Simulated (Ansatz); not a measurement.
**Redistribution: CHBr2I + CH3I → CHBrI2 + CH3Br**

Species: CHBr2I (dibromoiodomethane) `BrC(Br)I`, singlet; CH3I (methyl iodide) `CI`, singlet; CHBrI2 (bromodiiodomethane) `BrC(I)I`, singlet; CH3Br (bromomethane) `CBr`, singlet. The partners trade Br for I; both sit on C, so the bond types are kept.

Shapes, held fixed at every level: PBE0-D4/def2-TZVP. Programs: Ansatz 0.2.0. The zero-point and thermal change to 298 K, harmonic and unscaled (PBE0-D4/def2-TZVP), is +0.6 kJ/mol.

| level | kind | ΔH(298 K) (kJ/mol) | less CCSD(T)/def2-TZVPP | CPU time (sum over the molecules) |
| --- | --- | --- | --- | --- |
| HF/def2-TZVPP | Hartree–Fock | +2.6 | +0.9 | – |
| SPW92/def2-TZVPP | LDA | +4.2 | +2.5 | 17 s |
| PBE-D4/def2-TZVPP | GGA | +2.4 | +0.7 | 29 s |
| B3LYP-D4/def2-TZVPP | global hybrid | +1.3 | -0.4 | 55 s |
| PBE0-D4/def2-TZVPP | global hybrid | +2.1 | +0.4 | 36 s |
| CCSD(T)/def2-SVP | coupled cluster or CI | +2.7 | +1.0 | 77 s |
| CCSD/def2-SVP | coupled cluster or CI | +2.6 | +0.9 | – |
| CCSD(T)/def2-TZVPP | coupled cluster or CI | +1.7 | 0.0 | 22 min |

The highest level, CCSD(T)/def2-TZVPP, gives ΔH(298 K) = +1.7 kJ/mol; the levels span +1.3 to +4.2. That is about zero within the method's error. The column of differences is taken from that level and isn't an error. No measured value is set beside it here. For atoms past krypton def2 sets carry core potentials with scalar relativity. Relativity is left out for Br. Outer-core shells of Br, I are correlated in most correlated rows, in sets that cover them unevenly. Times are processor times on shared x86 and Arm servers, and rough.
